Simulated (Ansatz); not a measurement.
Reaction (homolysis of the In–S bond): `[SH][InH2]` → `[InH2]`• + `[SH]`•

Isolated molecules relaxed with PBE0-D4/def2-TZVP in Ansatz; ΔE leaves out vibrations. CCSD(T)/CBS adds triple-zeta CCSD(T) − MP2 to the extrapolated MP2 energy (def2 sets, frozen cores). This one scheme is used for every species. Functionals use def2-TZVPP. No spin–orbit coupling; open shells (•) take unrestricted orbitals. def2 core potentials past Kr. For In outer-core shells are correlated without core-valence functions, which leaves a few kJ/mol of doubt a bond.

`[SH][InH2]`:

Cartesian coordinates in Å:
```
S 1.080 1.222 -0.557
In -0.684 -0.243 0.114
H 2.060 0.382 -0.187
H -0.204 -1.744 0.785
H -2.253 0.383 -0.155
```

`[InH2]`•:

Cartesian coordinates in Å:
```
In -0.217 -0.507 0.184
H 1.192 0.181 0.982
H -0.975 0.326 -1.166
```

`[SH]`•:

Cartesian coordinates in Å:
```
S -0.564 -0.355 0.094
H 0.564 0.355 -0.094
```

| level | ΔE (kJ/mol) |
| --- | --- |
| revPBE-D4 | 326.9 |
| CAM-B3LYP-D4 | 329.2 |

(1) What does CCSD(T)/CBS give? (Best estimate.)

Largest T1 diagnostic among the species: 0.018.

Answers

(1) Ansatz gave: +354.1 kJ/mol. The listed levels differ from it by -27.2, -24.9 kJ/mol.

At CCSD(T), def2-SVP lies −40.1 kJ/mol from the extrapolated value and def2-TZVPP −17.6 kJ/mol: correlation converges slowly with the basis, and small sets miss more of it in the bonded molecule than in its fragments. Leaving LDA and LC-ωPBE aside and taking each functional with its dispersion term where it has one, the values, not all of them listed here, spread over 29.3 kJ/mol, from BLYP-D4 to B97M-V. LDA lies +57.1 kJ/mol from PBE without D4, its usual overbinding.
